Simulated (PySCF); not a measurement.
CH₆OSeSi₂, SMILES O=C[SiH2][SiH2][SeH], GFN2-xTB optimised geometry. Atoms within 1.6 Å of the plane z = 0.6 Å (x, y, z in Å): O1 (1.15, 1.63, 1.45), C2 (1.79, 0.62, 1.25), Si3 (1.24, -0.73, 0.00), Si4 (-1.09, -0.73, 0.00), Se5 (-1.88, 1.41, 0.00), H6 (2.73, 0.47, 1.82), H7 (1.88, -1.96, 0.46), H9 (-1.65, -1.42, 1.17), H11 (-0.80, 1.96, 0.75).

Calculation: B3LYP/def2-TZVP (PySCF).

Map of the electrostatic potential (hartree/e), clipped to [-0.08, 0.12] on the plane z = 0.6 Å:

```
|11111111111111100000001111111|
|00111111111111100000000111111|
|00011112222211100000000111111|
|00011223333322100000000111111|
|00011345555653200000000111111|
|00013599999997310000001111122|
|00025999999999510122211122222|
|00038999999999611466432222222|
|00149999999999522699865433322|
|00149999999998423799999754332|
|00149999999996434899999975433|
|00138999999986556999999985433|
|00125999999998679999999996443|
|00123699999999999999999986443|
|11123589999999999999999986443|
|11123599999999999999999975443|
|11223699999999999999999975433|
|11224699999999999999999965433|
|11223599999999999999999854333|
|11223489999999999999999753333|
|11222369999999999999999843322|
|11222246899998778999999943222|
|11122223456665555579999743222|
|11112222334444444447998532222|
|11112222233333333334554322222|
|11112222222333333223333222222|
|11112222222222222222222222222|
|11112222222222222222222222222|
|11112222222222222222222222222|
```
Scale: ten equal steps from -0.026 (start of '0') to 0.120 (end of '9'), in the order '0123456789'; x runs from -4.00 to 4.00, y from -4.00 (bottom) to 4.00 (top).
